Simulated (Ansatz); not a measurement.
Two members of one family (Ge oxide hydroxide), computed with Ansatz in the gas phase. Binding counts from free atoms in the multiplicity of their measured ground term, without zero-point energy. The structures are stationary points that may keep the symmetry of their start. Remarks come from the PBE and PBE0 runs and from stability tests at other levels; not every state was tested.

First: GeO4H4 (singlet, charge 0, PBE-D4/def2-SVP geometry).

```xyz
9

Ge    0.058   -0.084    0.645
O     0.912   -0.269   -0.975
O     0.190   -1.638    1.495
O    -1.656    0.234    0.268
O     0.477    0.977   -1.644
H    -1.687    0.694   -0.596
H    -0.396   -2.300    1.079
H     1.349    1.402   -1.786
H     0.752    0.983    1.514
```

```json
{"level": "PBE-D4/def2-SVP", "HOMO (eV)": "-6.06", "LUMO (eV)": "-1.50", "gap (eV)": "4.55", "binding per atom (eV)": "3.52"}
{"level": "B3LYP-D4/6-31G", "HOMO (eV)": "-7.87", "LUMO (eV)": "-1.09", "gap (eV)": "6.79", "binding per atom (eV)": "3.09"}
{"level": "PBE0-D4/def2-SVP", "HOMO (eV)": "-8.01", "LUMO (eV)": "-0.16", "gap (eV)": "7.85", "binding per atom (eV)": "3.33"}
{"level": "PBE0-D4/def2-TZVP", "HOMO (eV)": "-8.22", "LUMO (eV)": "-0.50", "gap (eV)": "7.72", "binding per atom (eV)": "3.34"}
{"level": "r2SCAN0-D4/def2-TZVP", "HOMO (eV)": "-8.51", "LUMO (eV)": "-0.28", "gap (eV)": "8.22", "binding per atom (eV)": "3.27"}
```

Second: Ge3O8H4 (singlet, charge 0, PBE-D4/def2-SVP geometry).

```xyz
15

Ge   -1.176   -1.054   -1.814
Ge    0.257    0.155    0.600
Ge   -0.664    1.432   -2.014
O    -0.559    0.585    2.148
O     0.194    1.618   -0.442
O    -2.177    0.468   -1.627
O     1.118   -0.091    3.659
O    -0.066   -0.514    3.071
O    -0.389   -1.319   -0.215
O     0.036   -0.078   -2.787
O     1.942   -0.265    1.072
H    -0.732    2.756   -2.783
H     1.772   -0.284    2.927
H     2.225   -1.059    0.576
H    -1.780   -2.350   -2.370
```

**Question.** Estimate the same table for the second.

**Answer.** 
| level | HOMO (eV) | LUMO (eV) | gap (eV) | binding per atom (eV) |
| --- | --- | --- | --- | --- |
| PBE-D4/def2-SVP | -6.15 | -2.33 | 3.82 | 3.89 |
| B3LYP-D4/6-31G | -7.97 | -2.33 | 5.65 | 3.34 |
| PBE0-D4/def2-SVP | -8.09 | -1.29 | 6.80 | 3.63 |
| PBE0-D4/def2-TZVP | -8.19 | -1.40 | 6.79 | 3.65 |
| r2SCAN0-D4/def2-TZVP | -8.47 | -1.23 | 7.24 | 3.55 |

Remarks: restricted SCF unstable in HF.
